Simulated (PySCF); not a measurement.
Geometry:
```
atom   x (Å)   y (Å)   z (Å)
  C1  -2.865  -0.264   0.375
  C2  -2.136   0.940  -0.208
  C3  -0.625   0.928   0.002
  C4   0.072  -0.220  -0.703
  O5   1.491  -0.096  -0.624
  C6   2.084  -0.606   0.463
  C7   3.576  -0.444   0.403
  O8   1.489  -1.148   1.358
  H9  -3.955  -0.156   0.272
 H10  -2.640  -0.383   1.446
 H11  -2.583  -1.203  -0.126
 H12  -2.541   1.861   0.242
 H13  -2.354   1.018  -1.289
 H14  -0.190   1.871  -0.368
 H15  -0.396   0.868   1.079
 H16  -0.158  -0.214  -1.779
 H17  -0.225  -1.188  -0.276
 H18   3.877   0.281  -0.362
 H19   4.024  -1.422   0.167
 H20   3.945  -0.144   1.392
```

Geometry: PBE0-D3(BJ)/def2-SVP; GIAO shifts from PySCF 2.14.0 with density-fitted response routines, gas phase, non-relativistic, averaged over equivalent atoms.

At PBE0/def2-SVP (172 basis functions, 23 s wall time on 1 thread of an Arm Neoverse V1, shared host):
```
      atoms  δ (ppm)
         C6    163.9
         C4     60.6
         C3     28.8
         C2     20.2
         C7     19.2
         C1     13.3
         O8    402.8
         O5    202.9
    H16/H17     3.81
H18/H19/H20     1.73
    H14/H15     1.39
    H12/H13     1.20
 H9/H10/H11     0.82
```

References, each an isolated molecule treated in the same way: TMS for ¹³C (193.72 ppm), ¹H (31.34 ppm); H2O for ¹⁷O (343.04 ppm).

**Question.** What do these become at LC-wPBE/pcSseg-1?

**Answer.** 
| atoms | δ at LC-wPBE/pcSseg-1 | change |
| --- | --- | --- |
| C6 | 178.8 | +14.9 |
| C4 | 63.8 | +3.2 |
| C3 | 28.9 | +0.1 |
| C2 | 19.5 | -0.7 |
| C7 | 22.9 | +3.7 |
| C1 | 13.4 | +0.1 |
| O8 | 431.8 | +29.0 |
| O5 | 207.9 | +5.0 |
| H16/H17 | 3.89 | +0.08 |
| H18/H19/H20 | 1.97 | +0.24 |
| H14/H15 | 1.48 | +0.09 |
| H12/H13 | 1.20 | +0.00 |
| H9/H10/H11 | 0.92 | +0.10 |

Shifts are taken against calculated references (same method and geometry level): ¹³C (σ = 188.56 ppm) and ¹H (σ = 31.33 ppm) vs TMS; ¹⁷O (σ = 338.72 ppm) vs H2O.

The largest change is at O8 (ester carbonyl oxygen). Cost: 196 basis functions, 44 s wall time on 1 thread of an x86-64 server CPU, shared host. The order of the carbon signals changes between the two levels.

Unscaled 17O shifts of doubly bonded oxygen tend to come out too high, by tens of ppm or more. Experimental scales use liquid or dissolved standards, which lie at an offset from isolated H2O (liquid H2O: subtract about 36 ppm).
